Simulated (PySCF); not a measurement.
Task: Write Cartesian coordinates for `C([C@H]1C[C@@](C(=O)F)(C1)F)C` as optimised with PBE0-D3(BJ)/def2-SVP.

Result: 
```xyz
20
C7H10F2O angstrom
C     -2.5237    0.2383    0.4902
C     -1.2628   -0.6096    0.4780
C     -0.4149   -0.4044   -0.7657
C      0.3280    0.9507   -0.8541
C      1.6816    0.2252   -0.6816
F      2.5698    0.4487   -1.6935
C      2.3381    0.4996    0.6505
O      1.8732    0.2506    1.7117
F      3.5191    1.0952    0.5303
C      0.9508   -1.1279   -0.7606
H     -2.2891    1.3120    0.4084
H     -3.0930    0.0988    1.4212
H     -3.1889   -0.0175   -0.3502
H     -1.5298   -1.6787    0.5449
H     -0.6458   -0.3922    1.3664
H     -1.0168   -0.6207   -1.6626
H      0.2939    1.4311   -1.8412
H      0.0796    1.6924   -0.0810
H      1.2038   -1.6299   -1.7042
H      1.1293   -1.8116    0.0812
```

Any rigid rotation of these coordinates is as good. Atoms count from 1 in this order. The 7 C–C bonds span 1.510 Å (C5–C7, drawn single) to 1.548 Å (C3–C4, drawn single), a spread of 0.038 Å. Of the pairs four or more bonds apart, O8···H15 is among the closest relative to their van der Waals radii: 2.62 Å, 96 % of the sum of Bondi's values. The 4-membered ring C3–C4–C5–C10 has internal angles of 89.2° to 90.5° (sum 359°, against 360° for a flat polygon); it is slightly puckered (a soft mode that the optimisation may not have finished), 0.04 Å rms from its mean plane, widest ring torsion 6°. The 2 C–F bonds span 1.328 Å (C7–F9, drawn single) to 1.365 Å (C5–F6, drawn single), a spread of 0.037 Å.

Bonds between heavy atoms (Å): C1–C2 1.520, C2–C3 1.519, C3–C4 1.548, C4–C5 1.545, C5–F6 1.365, C5–C7 1.510, C7=O8 1.185, C7–F9 1.328, C5–C10 1.540, C3–C10 1.545.

Method used: PBE0-D3(BJ)/def2-SVP geometry optimisation, gas phase in PySCF.

Point group: C1 (no symmetry element, even within 0.4 Å). PBE0-D3(BJ)/def2-SVP frequencies: not computed here. The numbers are those of one conformer (C1–C2–C3–C4 72°, C4–C5–C7–O8 60°).
